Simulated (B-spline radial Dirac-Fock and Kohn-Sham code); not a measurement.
**Radiative decay of the M4 hole in Pb²⁺**

System: Pb²⁺, 1s2 2s2 2p6 3s2 3p6 3d10 4s2 4p6 4d10 4f14 5s2 5p6 5d10 6s2, inside a Watson sphere of charge -2 and radius 2.4 Å (a model of the Madelung potential; inside it an electron's potential energy is raised by 12.0 eV).

The run's input, task.json:

```json
{"items": [{
  "Z": 82,
  "q": 2,
  "cfg": [[1, 0, 2], [2, 0, 2], [2, 1, 6], [3, 0, 2], [3, 1, 6], [3, 2, 10], [4, 0, 2], [4, 1, 6], [4, 2, 10], [4, 3, 14], [5, 0, 2], [5, 1, 6], [5, 2, 10], [6, 0, 2]],
  "A": 208,
  "rrms": 5.5012,
  "watson": [-2, 2.4],
  "do": ["binding", "quiet", "decay"],
  "holes": ["K", "L1", "L2", "L3", "M1", "M2", "M3", "M4", "M5", "N1", "N2", "N3", "N4", "N5", "N6", "N7"]
}]}
```

Run with: `python xray_run.py task.json out`

Level of theory: one-electron (LDA, Dirac) transition rates at Dirac-Fock energies; a radial B-spline solver.

```csv
line,multipole,energy (eV),width (meV),share (%)
M4-N2,E1,1816.8,3.27,4.00
M4-N3,E1,1937.0,0.341,0.418
M4-N6,E1,2445.5,77.3,94.7
M4-O2,E1,2478.5,0.626,0.766
M4-O3,E1,2500.6,0.0641,0.0785
```

The listed lines hold 100.0 % of the radiative rate. The radiative width is 0.0817 eV in the length form and 0.0824 eV in the velocity form; the two differ because the transition energies are not eigenvalue differences of the potential that gave the orbitals.

Values without a named source are computed, but for edge energies of neutral atoms, which are taken from tables.
